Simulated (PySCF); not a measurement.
# Mn: excitation energy

Mn [Ar] 3d5 4s2 (6S) → Mn [Ar] 3d5 4s1 5s1 (8S), as a difference of total energies. All numbers are calculated (PySCF 2.14, the non-relativistic Hamiltonian (point nucleus), in aug-cc-pVTZ with one added diffuse shell each of s, p, d, f, g type (9s8p6d4f3g, 118 functions)). Correlated levels: valence: [Ar] frozen. The calculations carry no spin-orbit coupling.

```
           method  excitation energy (cm⁻¹)
              UHF                     29041
              LDA                     38792
              PBE                     36116
             PBE0                     35358
           r2SCAN                     34793
            B3LYP                     39513
           PBEsol                     36030
          r2SCAN0                     35047
    MP2 (valence)                     36546
SCS-MP2 (valence)                     38837
```

The promoted electron is Rydberg-like, and one or two diffuse shells describe it only roughly, which tends to raise the upper state.
